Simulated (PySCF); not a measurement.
W(O)2(NH2)2 (H4N2O2W), SMILES [NH2][W]([NH2])(=[O])=[O], multiplicity 1.

Coordinates come from a B3LYP-D3(BJ)/def2-SVP optimisation. The spin state was assumed, not searched. The def2 effective core potentials stand for the cores of W; spin–orbit coupling is left out. Other conformers were not sampled.

The numbers are results of PBE/def2-TZVP (PySCF), not measurements.

Isolated molecule, no solvent.

Computed frontier levels, gap, dipole moment and polarisability:
```json
{
 "highest_occupied_level": "-6.40 eV",
 "lowest_empty_level": "-2.16 eV",
 "orbital_gap": "4.25 eV",
 "dipole_moment": "4.42 D",
 "quadrupole, principal values (traceless, Buckingham form, about the centre of nuclear charge)": "-6.82, -4.64, 11.46 D·Å",
 "mean_static_polarisability": "60.8 bohr³ (9.02 Å³)",
 "polarisability_principal_values": "56.7, 58.9, 66.9 bohr³"
}
```
